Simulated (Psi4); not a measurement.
fluoromethane (CH3F), singlet, at a GFN2-xTB geometry; CCSD/def2-SVP (Psi4).

The Psi4 input:
```
memory 2 GB

molecule mol {
0 1
C    -0.613811    0.098371    0.071279
F     0.724395   -0.116093   -0.084121
H    -0.862059   -0.060325    1.121287
H    -0.828702    1.125010   -0.227318
H    -1.145932   -0.610070   -0.564556
}

set {
  basis def2-svp
  reference rhf
}

energy('ccsd')
print_variables()
```

Predict the main parts of the log of this Psi4 run.


```
   => Loading Basis Set <=

    Name: DEF2-SVP
    Role: ORBITAL
    Keyword: BASIS

         ---------------------------------------------------------
                                   SCF
               by Justin Turney, Rob Parrish, Andy Simmonett
                          and Daniel G. A. Smith
                              RHF Reference
         ---------------------------------------------------------

  ==> Geometry <==

    Molecular point group: c1
    Full point group: C1

    Geometry (in Angstrom), charge = 0, multiplicity = 1:

       Center              X                  Y                   Z               Mass
    ------------   -----------------  -----------------  -----------------  -----------------
         C           -0.717794854681     0.115035489745     0.083354347574    12.000000000000
         F            0.620411145319    -0.099428510255    -0.072045652426    18.998403162730
         H           -0.966042854681    -0.043660510255     1.133362347574     1.007825032230
         H           -0.932685854681     1.141674489745    -0.215242652426     1.007825032230
         H           -1.249915854681    -0.593405510255    -0.552480652426     1.007825032230

  Running in c1 symmetry.

  Rotational constants: A =      5.18680  B =      0.88213  C =      0.88213 [cm^-1]
  Rotational constants: A = 155496.31660  B =  26445.71832  C =  26445.71553 [MHz]
  Nuclear repulsion =   37.733728281636168

  Charge       = 0
  Multiplicity = 1
  Electrons    = 18
  Nalpha       = 9
  Nbeta        = 9

  ==> Algorithm <==

  SCF Algorithm Type is PK.
  DIIS enabled.
  MOM disabled.
  Fractional occupation disabled.
  Guess Type is SAD.
  Energy threshold   = 1.00e-08
  Density threshold  = 1.00e-08
  Integral threshold = 1.00e-12

  ==> Primary Basis <==

  Basis Set: DEF2-SVP
    Blend: DEF2-SVP
    Number of shells: 21
    Number of basis functions: 43
    Number of Cartesian functions: 45
    Spherical Harmonics?: true
    Max angular momentum: 2

  ==> Integral Setup <==

  Using in-core PK algorithm.
   Calculation information:
      Number of atoms:                   5
      Number of AO shells:              21
      Number of primitives:             39
      Number of atomic orbitals:        45
      Number of basis functions:        43

      Integral cutoff                 1.00e-12
      Number of threads:                 1

  Performing in-core PK
  Using 895862 doubles for integral storage.
  We computed 26792 shell quartets total.
  Whereas there are 26796 unique shell quartets.

  ==> DiskJK: Disk-Based J/K Matrices <==

    J tasked:                  Yes
    K tasked:                  Yes
    wK tasked:                  No
    Schwarz Cutoff:          1E-12

  Minimum eigenvalue in the overlap matrix is 1.4263317863E-02.
  Reciprocal condition number of the overlap matrix is 3.0300852668E-03.
    Using symmetric orthogonalization.

  ==> Pre-Iterations <==

  SCF Guess: Superposition of Atomic Densities via on-the-fly atomic UHF (no occupation information).

   -------------------------
    Irrep   Nso     Nmo
   -------------------------
     A         43      43
   -------------------------
    Total      43      43
   -------------------------

  ==> Iterations <==

                        Total Energy        Delta E     RMS |[F,P]|

   @RHF iter SAD:  -138.38188409180427   -1.38382e+02   0.00000e+00
   @RHF iter   1:  -138.90041351719444   -5.18529e-01   5.47583e-03 DIIS/ADIIS
   @RHF iter   2:  -138.92581110682451   -2.53976e-02   2.30824e-03 DIIS/ADIIS
   @RHF iter   3:  -138.92917571317716   -3.36461e-03   6.40691e-04 DIIS/ADIIS
   @RHF iter   4:  -138.92958589360461   -4.10180e-04   1.02731e-04 DIIS/ADIIS
   @RHF iter   5:  -138.92960075517991   -1.48616e-05   2.31727e-05 DIIS
   @RHF iter   6:  -138.92960134114227   -5.85962e-07   4.85691e-06 DIIS
   @RHF iter   7:  -138.92960138392806   -4.27858e-08   1.06171e-06 DIIS
   @RHF iter   8:  -138.92960138618886   -2.26080e-09   1.78785e-07 DIIS
   @RHF iter   9:  -138.92960138625668   -6.78142e-11   1.87864e-08 DIIS
   @RHF iter  10:  -138.92960138625725   -5.68434e-13   2.84243e-09 DIIS
  Energy and wave function converged.

  ==> Post-Iterations <==

    Orbital Energies [Eh]
    ---------------------

    Doubly Occupied:

[...]
    Virtual:

[...]
      43A      4.216240

    Final Occupation by Irrep:
              A
    DOCC [     9 ]
    NA   [     9 ]
    NB   [     9 ]

  @RHF Final Energy:  -138.92960138625725

   => Energetics <=

    Nuclear Repulsion Energy =             37.7337282816361679
    One-Electron Energy =                -266.9534596245465536
    Two-Electron Energy =                  90.2901299566531463
    Total Energy =                       -138.9296013862572465

Computation Completed

Properties will be evaluated at   0.000000,   0.000000,   0.000000 [a0]

Properties computed using the SCF density matrix

 Multipole Moments:

 ------------------------------------------------------------------------------------
     Multipole            Electronic (a.u.)      Nuclear  (a.u.)        Total (a.u.)
 ------------------------------------------------------------------------------------

 L = 1.  Multiply by 2.5417464519 to convert [e a0] to [Debye]
 Dipole X            :          2.7330888           -3.5370257           -0.8039369
 Dipole Y            :         -0.4380103            0.5668513            0.1288410
 Dipole Z            :         -0.3173825            0.4107400            0.0933575
 Magnitude           :                                                    0.8195304

 ------------------------------------------------------------------------------------

 MINTS: Wrapper to libmints.
   by Justin Turney

   Calculation information:
      Number of threads:                 1
      Number of atoms:                   5
      Number of AO shells:              21
      Number of SO shells:              21
      Number of primitives:             39
[...]
	Two-electron integral transformation complete.
	(OV|OV)...
	Starting second half-transformation.
	Two-electron integral transformation complete.
	(OV|VV)...
	Starting second half-transformation.
	Two-electron integral transformation complete.
	(VV|OO)...
	Starting first half-transformation.
	Sorting half-transformed integrals.
	First half integral transformation complete.
	Starting second half-transformation.
	Two-electron integral transformation complete.
	(VV|OV)...
	Starting second half-transformation.
	Two-electron integral transformation complete.
	(VV|VV)...
	Starting second half-transformation.
	Two-electron integral transformation complete.
	Frozen core energy     =      0.00000000000000

	Size of irrep 0 of <ab|cd> integrals:      1.336 (MW) /     10.691 (MB)
	Total:                                     1.336 (MW) /     10.691 (MB)

	Size of irrep 0 of <ia|bc> integrals:      0.354 (MW) /      2.830 (MB)
	Total:                                     0.354 (MW) /      2.830 (MB)

	Size of irrep 0 of tijab amplitudes:       0.094 (MW) /      0.749 (MB)
	Total:                                     0.094 (MW) /      0.749 (MB)

	Nuclear Rep. energy          =     37.73372828163617
	SCF energy                   =   -138.92960138625725
	One-electron energy          =   -266.95345966597182
	Two-electron energy          =     90.29012999807829
	Reference energy             =   -138.92960138625739

            **************************
            *                        *
            *        CCENERGY        *
            *                        *
            **************************

    Nuclear Rep. energy (wfn)     =   37.733728281636168
    SCF energy          (wfn)     = -138.929601386257247
    Reference energy    (file100) = -138.929601386257389

    Input parameters:
    -----------------
    Wave function   =     CCSD
    Reference wfn   =     RHF
    Brueckner       =     No
    Maxiter         =     50
    R_Convergence   =     1.0e-07
    E_Convergence   =     1.0e-06
    Restart         =     Yes
    DIIS            =     Yes
    AO Basis        =     NONE
    ABCD            =     NEW
    Cache Level     =     2
    Cache Type      =     LOW
    Print Level     =     1
    Num. of threads =     1
    # Amps to Print =     10
    Print MP2 Amps? =     No
    Analyze T2 Amps =     No
    Print Pair Ener =     No
    Local CC        =     No
    SCS-MP2         =     False
    SCSN-MP2        =     False
    SCS-CCSD        =     False

MP2 correlation energy -0.3365530524742212
                Solving CC Amplitude Equations
                ------------------------------
  Iter             Energy              RMS        T1Diag      D1Diag    New D1Diag    D2Diag
  ----     ---------------------    ---------   ----------  ----------  ----------   --------
     0        -0.336553052474221    0.000e+00    0.000000    0.000000    0.000000    0.114871
     1        -0.348597217891131    4.613e-02    0.006560    0.018356    0.018356    0.122705
     2        -0.356362640864686    1.452e-02    0.006510    0.018718    0.018718    0.128118
     3        -0.357789283888344    5.591e-03    0.007407    0.021333    0.021333    0.130118
     4        -0.357764315466245    1.100e-03    0.007505    0.021749    0.021749    0.130320
     5        -0.357778195709846    3.622e-04    0.007536    0.021837    0.021837    0.130354
     6        -0.357781403292464    9.651e-05    0.007547    0.021878    0.021878    0.130357
     7        -0.357779461974659    2.674e-05    0.007549    0.021884    0.021884    0.130355
     8        -0.357779231182657    6.935e-06    0.007549    0.021886    0.021886    0.130355
     9        -0.357779341385241    1.737e-06    0.007549    0.021887    0.021887    0.130355
    10        -0.357779279507292    5.876e-07    0.007549    0.021887    0.021887    0.130355
    11        -0.357779279762357    1.774e-07    0.007549    0.021887    0.021887    0.130355
    12        -0.357779275038672    5.311e-08    0.007549    0.021887    0.021887    0.130355

    Iterations converged.

    Largest TIA Amplitudes:
              6   3        -0.0144790329
              6   6        -0.0117838048
              5   1         0.0073285168
              4   2         0.0073284917
              4   4        -0.0061606731
              5   5        -0.0061606673
              7   2        -0.0057056629
              8   1        -0.0057056531
              6  19         0.0055676007
              5   8         0.0055141565

    Largest TIjAb Amplitudes:
      6   6   3   3        -0.0314647408
      6   6   6   6        -0.0297031454
      6   6   3   6        -0.0245715927
      6   6   6   3        -0.0245715927
      8   8   1   1        -0.0227534178
      7   7   2   2        -0.0227533524
      8   8   8   8        -0.0224919781
      7   7   9   9        -0.0224912123
      6   6  13  13        -0.0211726713
      8   8   1   8        -0.0177165968

    SCF energy       (wfn)                    = -138.929601386257247
    Reference energy (file100)                = -138.929601386257389

    Opposite-spin MP2 correlation energy      =   -0.255517101607313
    Same-spin MP2 correlation energy          =   -0.081035950866908
    Singles MP2 correlation energy            =   -0.000000000000000
    MP2 correlation energy                    =   -0.336553052474221
      * MP2 total energy                      = -139.266154438731604

    Opposite-spin CCSD correlation energy     =   -0.283891253223908
    Same-spin CCSD correlation energy         =   -0.073888021814764
    Singles CCSD correlation energy           =    0.000000000000000
    CCSD correlation energy                   =   -0.357779275038672
      * CCSD total energy                     = -139.287380661296055

  Variable Map:
  ----------------------------------------------------------------------------
[...]
  Array Variable Map:
  ----------------------------------------------------------------------------
[...]
[...]
```
